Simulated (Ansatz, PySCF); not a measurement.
Reaction (SMILES): CB(C)O [dimethylborinic acid] + 2 B (BH3) → 2 BC (CH5B) [methylborane] + BO (H3BO) [borinic acid]
Geometries: B3LYP-D3(BJ)/def2-TZVP minima from Ansatz (a first-principles code), one conformer each, not searched for the lowest. Frequencies are from Ansatz or PySCF.
Geometry of the first species:
SMILES: CB(C)O
```xyz
11

C      1.1177    -1.0752     0.0003
B      0.0332     0.0619    -0.0227
C     -1.4653    -0.2033     0.3947
O      0.4457     1.3010    -0.4268
H      0.7429    -2.0038    -0.4391
H      2.0414    -0.7926    -0.5061
H      1.3686    -1.3185     1.0395
H     -1.5281    -0.7936     1.3129
H     -2.0640     0.7017     0.5318
H     -1.9560    -0.8047    -0.3791
H     -0.2512     1.9653    -0.4027
```

Quantity: bond separation energy (0 K, with B3LYP-D3(BJ) harmonic zero-point energies), in kJ/mol. Correlated levels leave the core frozen unless marked. Spin-orbit coupling is left out. No relativistic terms. Basis-set limits of correlation are two-point, X^-3; Hartree-Fock from the larger set.

Level to compare with: CCSD(T)/CBS(cc-pVTZ,cc-pVQZ) (Ansatz), 0.5 kJ/mol. It is a level with limits of its own, and the differences hold the functionals' basis error too.

Task: Rank these functionals by how close they come to CCSD(T)/CBS(cc-pVTZ,cc-pVQZ), closest first: HSE06/def2-TZVPD (Ansatz); BHLYP/def2-TZVPD (Ansatz); revPBE/def2-TZVPD (Ansatz).

Result: BHLYP/def2-TZVPD (global hybrid, -3.8 kJ/mol, difference -4.3), HSE06/def2-TZVPD (screened hybrid, -8.6 kJ/mol, difference -9.1), revPBE/def2-TZVPD (GGA, -13.7 kJ/mol, difference -14.2)
